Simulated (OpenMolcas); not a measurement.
# Sm V: CASPT2 settings compared

```
Program             : OpenMolcas
Basis               : ANO-RCC-VQZP [9s8p6d4f3g2h]
Scalar Hamiltonian  : X2C, point nucleus
Active space        : 4 electrons in 7 orbitals (4f)
State averaging     : 2S+1 = 5 even, 35 roots (30 in the spin-orbit step); 2S+1 = 3 even, 117 roots kept (CI in the orbitals of an earlier block, 60 in the spin-orbit step); 2S+1 = 1 even, 75 roots kept (CI in the orbitals of an earlier block, 0 in the spin-orbit step)
Spin-orbit coupling : state interaction with AMFI integrals over the reference wave functions, term energies averaged over their components
```

Methods on the same reference wave functions:
A. CASSCF
B. SS-CASPT2, IPEA 0.1 Eh, sigma2 regulariser 0.05 Eh (closed shells correlated: 4d 5s 5p)
C. SS-CASPT2, IPEA 0.3 Eh, imaginary shift 0.1 Eh (closed shells correlated: none)
D. XMS-CASPT2, IPEA 0.4 Eh, real shift 0.1 Eh (closed shells correlated: 5s 5p)

Energies in cm⁻¹ above 4f⁴ ⁵I₄.

| Level | A | B | C | D |
| --- | --- | --- | --- | --- |
| 4f⁴ ⁵I₄ | 0.0 | 0.0 | 0.0 | 0.0 |
| 4f⁴ ⁵I₅ | 2001 | 2040 | 2020 | 2020 |
| 4f⁴ ⁵I₆ | 4215 | 4270 | 4250 | 4250 |
| 4f⁴ ⁵I₇ | 6535 | 6580 | 6570 | 6570 |
| 4f⁴ ⁵I₈ | 8884 | 8890 | 8900 | 8920 |
| 4f⁴ ⁵F₁ | 18592 | 15140 | 17340 | 16600 |
| 4f⁴ ⁵F₂ | 19523 | 16080 | 18280 | 17530 |
| 4f⁴ ⁵F₃ | 20825 | 17400 | 19610 | 18830 |
| 4f⁴ ⁵S₂ | 21353 | 17820 | 20210 | 19520 |
| 4f⁴ ⁵F₄ | 22191 | 18770 | 20950 | 20210 |
| 4f⁴ ³K₆ | 22906 | 20970 | 22180 | 22760 |
| 4f⁴ ⁵F₅ | 23515 | 20090 | 22250 | 21540 |
| 4f⁴ ³K₇ | 24578 | 22570 | 23880 | 24420 |

Among B to D the level of the table that moves most is 4f⁴ ⁵S₂, by 2400 cm-1 (lowest in B, highest in C). Moves below CASPT2's spread within the term are not significant.

From A to B the spin-free energies of the other terms of 4f⁴ shown, above ⁵I, scale by factors of 0.79 to 0.90, as is usual when dynamic correlation screens the repulsion within a d or f shell.

The lowest spin-free term lies below A's lowest term by 0.871 hartree in B, 0.032 hartree in C, 0.344 hartree in D.

CASPT2 does not keep the components of a term degenerate, so their means are used; among the terms shown or strongly mixed into the levels shown the widest spread is 1100 cm-1 (4f⁴ ⁵I, D). High states are left out of the spin-orbit mixing, which shifts the levels that they would mix with. Terms from blocks run as CI alone lack orbitals of their own. Without dynamic correlation excited terms often stand tens of per cent too high (terms of higher spin than the ground term too low), and those without a measured partner can miss by more than the paired ones (holds for A). The CASPT2 spread within a term exceeds the gap to the next term for 4f⁴ ⁵F and 4f⁴ ⁵S, so the order of their levels is uncertain, and so are names and mixing where such terms share a J (holds for C; D). Only configurations of the active space appear. The table leaves out levels that lie high or whose names do not pair safely across all columns.
